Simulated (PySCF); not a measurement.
Species: C₄H₆F₂O₂Si.
Atom-mapped SMILES: `[CH2:1]=[C:2]1[O:3][SiH2:4][C@@H:5]([CH:6]([F:7])[F:8])[O:9]1`

Cartesian coordinates in Å at the GFN2-xTB level; atoms count from 1:
```
atom  x, y, z in Å
C1     2.661   -0.214   -0.516
C2     1.433    0.150   -0.185
O3     0.850    1.279   -0.659
Si4   -0.687    1.546   -0.162
C5    -0.674   -0.135    0.787
C6    -1.589   -1.186    0.177
F7    -1.580   -1.121   -1.179
F8    -2.872   -0.955    0.550
O9     0.671   -0.574    0.682
H10    3.243    0.392   -1.180
H11    3.084   -1.115   -0.121
H12   -1.571    1.574   -1.309
H13   -0.732    2.656    0.781
H14   -0.922   -0.076    1.851
H15   -1.321   -2.214    0.463
```

Definitions: NICS(0) = −σiso at the ring centroid; NICS(1) = −σiso and NICS(1)zz = −σzz at ±1 Å along the ring normal z. Level: GIAO PBE0/pcSseg-1 (PySCF, non-relativistic, gas phase) on the GFN2-xTB geometry, one conformer.

Ring bond lengths (Å), with Mayer bond orders in brackets: C2–O3 1.356 (0.97), O3–Si4 1.637 (0.96), Si4–C5 1.930 (0.83), C5–O9 1.418 (0.89), O9–C2 1.363 (1.00).

Q: Give the NICS values of each ring in ppm.

A: 
| ring | type | NICS(0) | NICS(1), two faces | NICS(1)zz, two faces | rms pucker (Å) | centre to ring atoms, mean (Å) |
| --- | --- | --- | --- | --- | --- | --- |
| C2–O3–Si4–C5–O9 | 5-membered ring with 2 O and Si; formal bonds all single | -7.7 | -3.4 / -3.2 | -6.3 / -6.2 | 0.04 | 1.30 |

Q: What can be read from them?

A: 
- C2–O3–Si4–C5–O9: mean NICS(1)zz -6.3 ppm, shielded. Si4, C5 have four or more neighbours, and the NICS criterion for π rings isn't applied.

Q: At the second NICS(1) probe listed for ring C2–O3–Si4–C5–O9, 1 Å off the ring, what do the in-plane components average?

A: The isotropic value is a third of the trace: (3 × -3.2 − (-6.2))/2 = -1.7 ppm.

Q: Give the inner angles of the rings and the Hirshfeld charges of the ring atoms.

A: 
- C2–O3–Si4–C5–O9: C2 115.1° (+0.132 e), O3 115.7° (-0.202 e), Si4 90.0° (+0.422 e), C5 103.9° (-0.065 e), O9 114.4° (-0.108 e); sum 539.1° against 540° for a flat convex ring.

Hardware: Arm Neoverse N1, one thread, no GPU, shared host with 64 logical CPUs at a one-minute load of 59. Cost: 54 s of wall time, 0.84 GiB resident at most. This is the whole shielding run at PBE0/pcSseg-1, SCF included.
